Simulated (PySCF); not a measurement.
# Spinor energies of Mg⁹⁺ (magnesium, charge +9)

Start: [He] 2s1; 2s1/2 filled at m_j = +1/2. Calculated with PySCF 2.14 in an even-tempered Gaussian basis (17 s from 1.2 bohr⁻², ratio 2.4; 10 p from 1.6 bohr⁻², ratio 2.4; 5 d from 4.8 bohr⁻², ratio 2.6; 5 f from 7.2 bohr⁻², ratio 2.6): generalised Hartree-Fock with the X2C-1e Hamiltonian and a Gaussian nucleus; one run each with spin-orbit coupling (SO) switched off, then screened by Boettger's factors.

| spinor shell | electrons | ε, spin-free (eV) | ε, screened SO (eV) | weight of nominal j (screened SO) | rms radius, screened SO (bohr) |
| --- | --- | --- | --- | --- | --- |
| 1s1/2 | 2 | -1704.3 | -1704.3 | 1.000 | 0.149 |
| 2s1/2 | 1 | -367.40 | -367.40 | 1.000 | 0.603 |

```csv
quantity,spin-free,screened SO
E (hartree),-150.35837,-150.35837
M_J,1/2,1/2
⟨J²⟩,0.750,0.750
⟨L²⟩,0.000,0.000
⟨S²⟩,0.750,0.750
```

Each row is a mean over spinors that exchange with the open shell spreads, by up to 6.062 eV (1s1/2).

Without spin-orbit coupling the j labels of p, d and f shells carry no meaning; the spin-free column gives the mean over the occupied spinors of each nl shell.
